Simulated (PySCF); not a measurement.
Compound: C6H7F3Si.
Numbering: `[F:1][C:2]([F:3])=[C:4]([F:5])/[CH:6]=[CH:7]\[C@@H:8]1[CH2:9][SiH2:10]1` (hydrogens: H11 on C6; H12 on C7; H13 on C8; H14, H15 on C9; H16, H17 on Si10)

The same species was optimised twice, with GFN2-xTB and with PBE0-D3(BJ)/def2-SVP (PySCF), and the same property calculations (PySCF, gas phase) were run on both structures.

| coordinate | GFN2-xTB | PBE0-D3(BJ)/def2-SVP | change |
| --- | --- | --- | --- |
| C8–Si10 (Å) | 1.936 | 1.892 | -0.044 |
| C7–C8 (Å) | 1.438 | 1.467 | +0.029 |
| F1–C2 (Å) | 1.331 | 1.308 | -0.023 |
| C2–F3 (Å) | 1.334 | 1.312 | -0.022 |
| C9–Si10 (Å) | 1.873 | 1.853 | -0.020 |
| C4–F5 (Å) | 1.354 | 1.339 | -0.015 |
| C8–C9 (Å) | 1.531 | 1.540 | +0.009 |
| C4–C6 (Å) | 1.435 | 1.443 | +0.008 |
| C2=C4 (Å) | 1.340 | 1.343 | +0.003 |
| C6=C7 (Å) | 1.350 | 1.350 | 0.000 |
| C7–C8–Si10 (°) | 118.1 | 120.2 | +2.1 |
| F1–C2–F3 (°) | 110.7 | 112.3 | +1.6 |
| C8–C9–Si10 (°) | 68.5 | 67.1 | -1.4 |
| F1–C2–C4 (°) | 125.8 | 124.5 | -1.3 |
| C8–Si10–C9 (°) | 47.4 | 48.6 | +1.2 |
| C6–C7–C8 (°) | 128.4 | 129.3 | +0.9 |
| C4–C6–C7 (°) | 127.5 | 127.9 | +0.4 |
| C2–C4–F5 (°) | 116.1 | 116.4 | +0.3 |
| C2–C4–C6–C7 (°) | 176 | 180 | +4 |
| C6–C7–C8–C9 (°) | -169 | -158 | +11 |

Rotational constants: A = 2969, B = 460.4, C = 427.5 MHz (GFN2-xTB) against A = 3066, B = 447.0, C = 417.9 MHz (PBE0-D3(BJ)/def2-SVP). Point groups within 0.08 Å: C1 and C1.

On the GFN2-xTB structure: HOMO (eV) -5.90 [PBE0/pcSseg-1]; LUMO (eV) -1.02 [PBE0/pcSseg-1]; dipole (D) 2.62 [PBE0/pcSseg-1]; GIAO shielding of F1 (ppm) 279.6 [PBE0/pcSseg-1]; GIAO shielding of C2 (ppm) 18.0 [PBE0/pcSseg-1]; GIAO shielding of F3 (ppm) 291.0 [PBE0/pcSseg-1]; GIAO shielding of C4 (ppm) 44.9 [PBE0/pcSseg-1]; GIAO shielding of F5 (ppm) 366.2 [PBE0/pcSseg-1]; GIAO shielding of C6 (ppm) 74.5 [PBE0/pcSseg-1]; GIAO shielding of C7 (ppm) 41.7 [PBE0/pcSseg-1]; GIAO shielding of C8 (ppm) 170.1 [PBE0/pcSseg-1].

What do these properties become on the PBE0-D3(BJ)/def2-SVP structure?

```json
{"property": "HOMO (eV)", "level": "PBE0/pcSseg-1", "on GFN2-xTB": "-5.90", "on PBE0-D3(BJ)/def2-SVP": "-5.98", "change": "-0.08"}
{"property": "LUMO (eV)", "level": "PBE0/pcSseg-1", "on GFN2-xTB": "-1.02", "on PBE0-D3(BJ)/def2-SVP": "-0.90", "change": "+0.12"}
{"property": "dipole (D)", "level": "PBE0/pcSseg-1", "on GFN2-xTB": "2.62", "on PBE0-D3(BJ)/def2-SVP": "2.10", "change": "-0.52"}
{"property": "energy, GFN2-xTB geometry as zero (kcal/mol)", "level": "PBE0/pcSseg-1", "on GFN2-xTB": "0.0", "on PBE0-D3(BJ)/def2-SVP": "-2.0", "change": "-2.0"}
{"property": "GIAO shielding of F1 (ppm)", "level": "PBE0/pcSseg-1", "on GFN2-xTB": "279.6", "on PBE0-D3(BJ)/def2-SVP": "285.9", "change": "+6.3"}
{"property": "GIAO shielding of C2 (ppm)", "level": "PBE0/pcSseg-1", "on GFN2-xTB": "18.0", "on PBE0-D3(BJ)/def2-SVP": "22.7", "change": "+4.7"}
{"property": "GIAO shielding of F3 (ppm)", "level": "PBE0/pcSseg-1", "on GFN2-xTB": "291.0", "on PBE0-D3(BJ)/def2-SVP": "297.8", "change": "+6.8"}
{"property": "GIAO shielding of C4 (ppm)", "level": "PBE0/pcSseg-1", "on GFN2-xTB": "44.9", "on PBE0-D3(BJ)/def2-SVP": "47.0", "change": "+2.1"}
{"property": "GIAO shielding of F5 (ppm)", "level": "PBE0/pcSseg-1", "on GFN2-xTB": "366.2", "on PBE0-D3(BJ)/def2-SVP": "371.1", "change": "+4.9"}
{"property": "GIAO shielding of C6 (ppm)", "level": "PBE0/pcSseg-1", "on GFN2-xTB": "74.5", "on PBE0-D3(BJ)/def2-SVP": "71.6", "change": "-2.9"}
{"property": "GIAO shielding of C7 (ppm)", "level": "PBE0/pcSseg-1", "on GFN2-xTB": "41.7", "on PBE0-D3(BJ)/def2-SVP": "41.3", "change": "-0.4"}
{"property": "GIAO shielding of C8 (ppm)", "level": "PBE0/pcSseg-1", "on GFN2-xTB": "170.1", "on PBE0-D3(BJ)/def2-SVP": "171.3", "change": "+1.2"}
```

The heavy atoms differ by 0.083 Å rms after alignment. Among bonds between heavy atoms C8–Si10 changes most (-0.044 Å). Changes are differences of the printed values. Neither structure is proved a minimum here.

The values belong to the conformer `[F:1][C:2]([F:3])=[C:4]([F:5])/[CH:6]=[CH:7]\[C@@H:8]1[CH2:9][SiH2:10]1`: C2–C4–C6–C7 180°, C6–C7–C8–C9 -158°.
